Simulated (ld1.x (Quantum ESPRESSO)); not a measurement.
# Transferability test, PAW potential for O

* Element: oxygen (O)
* Generator: ld1.x (Quantum ESPRESSO) 7.5
* Type: PAW
* Functional: PBE
* Relativity: fully relativistic
* Frozen core: [He]
* Valence charge: 6
* Reference configuration: 2s2 2p4
* Partial waves: 2s (bound): rcut 0.60, rcutus 0.75 bohr; 2s channel at -1.15 Ry: rcut 0.60, rcutus 0.75 bohr; 2p (bound): rcut 1.60, rcutus 2.00 bohr; 2p channel at 2.5 Ry: rcut 1.60, rcutus 2.00 bohr
* Local potential: all-electron potential smoothed inside 0.60 bohr (lloc = -1)
* Core correction: Bessel-smoothed model core, default radius (core density twice the valence density)
* Augmentation charge: PSQ, radius 0.55 bohr

Open shells are filled in proportion to 2j + 1 (rel_dist='average').

Energies are relative to the spin-unpolarised reference configuration 2s2 2p4; without spin polarisation the order of configurations can differ from experiment.

Problem. Give the all-electron excitation energy and the error of the potential for: 2s2 2p3; 2s2 2p2; 2s2 2p1; 2s0 2p6; 2s1 2p5; 2s2 2p0; 2s1 2p4.

Solution.

```csv
valence configuration,charge,ΔE all-electron (eV),error AE − PS (meV)
2s2 2p3,+1,16.431,-0.3
2s2 2p2,+2,50.017,-16
2s2 2p1,+3,103.886,-51
2s0 2p6,0,29.937,-2.8
2s1 2p5,0,14.950,-1.0
2s2 2p0,+4,180.791,-22
2s1 2p4,+1,31.659,-0.6
```

The ghost test of this file was not conclusive.
